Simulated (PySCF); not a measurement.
Compound: C5H6F3OP.
Numbering: `[O:1]=[P@@H:2]([C:3]([F:4])=[C:5]([F:6])[F:7])[CH:8]1[CH2:9][CH2:10]1`

NICS = −σ at a ghost point: NICS(0) at the centroid of the ring atoms, NICS(1) 1 Å to either side along the normal of their mean plane, zz for the tensor component along that normal. Level: GIAO PBE0/pcSseg-1 (PySCF, non-relativistic, gas phase) on the GFN2-xTB geometry, one conformer.

Ring bond lengths (Å), with Mayer bond orders in brackets: C8–C9 1.502 (0.94), C9–C10 1.488 (0.98), C10–C8 1.505 (0.93).

Q: Give the NICS values of each ring in ppm.

A: 
```json
{"ring": "C8–C9–C10", "type": "3-membered carbocycle; formal bonds all single", "NICS(0)": "-45.2", "NICS(1), two faces": "-9.5 / -8.4", "NICS(1)zz, two faces": "-24.9 / -24.1", "rms pucker (Å)": "0.00", "centre to ring atoms, mean (Å)": "0.87"}
```

Q: What do they say, and how far can they be read as aromaticity?

A: 
- C8–C9–C10: mean NICS(1)zz -24.5 ppm, shielded. C8, C9, C10 have four or more neighbours, and the NICS criterion for π rings isn't applied. NICS(0) lies 36 ppm below the mean NICS(1).

Q: What is the mean of the two in-plane components of NICS at the first NICS(1) probe listed for ring C8–C9–C10, 1 Å off the ring?

A: The isotropic value is a third of the trace: (3 × -9.5 − (-24.9))/2 = -1.8 ppm.

Q: How shielded are the nuclei of the rings and their hydrogens (means over atoms taken as equivalent)?

A: 
```json
{"atoms": "C8", "environment": "sp3 carbon bound to phosphorus", "σ isotropic (ppm)": "176.0", "principal values of the symmetric part, first atom (ppm)": "143.9, 161.6, 222.7"}
{"atoms": "C9", "environment": "three-membered-ring carbon", "σ isotropic (ppm)": "182.2", "principal values of the symmetric part, first atom (ppm)": "157.4, 181.6, 207.7"}
{"atoms": "C10", "environment": "three-membered-ring carbon", "σ isotropic (ppm)": "184.8", "principal values of the symmetric part, first atom (ppm)": "159.4, 181.7, 213.3"}
{"atoms": "H on C8", "environment": "methine hydrogen", "σ isotropic (ppm)": "30.86", "principal values of the symmetric part, first atom (ppm)": "24.3, 28.1, 40.2"}
{"atoms": "H on C9", "environment": "methylene hydrogen", "σ isotropic (ppm)": "30.75", "principal values of the symmetric part, first atom (ppm)": "24.9, 25.9, 41.5"}
{"atoms": "H on C9", "environment": "methylene hydrogen", "σ isotropic (ppm)": "30.42", "principal values of the symmetric part, first atom (ppm)": "23.9, 28.6, 38.8"}
{"atoms": "H on C10", "environment": "methylene hydrogen", "σ isotropic (ppm)": "30.74", "principal values of the symmetric part, first atom (ppm)": "24.9, 28.5, 38.9"}
{"atoms": "H on C10", "environment": "methylene hydrogen", "σ isotropic (ppm)": "30.93", "principal values of the symmetric part, first atom (ppm)": "25.4, 25.9, 41.5"}
```

Conformer computed: `[O:1]=[P@@H:2]([C:3]([F:4])=[C:5]([F:6])[F:7])[CH:8]1[CH2:9][CH2:10]1`: O1–P2–C3–F4 -167°, O1–P2–C8–C9 24°.
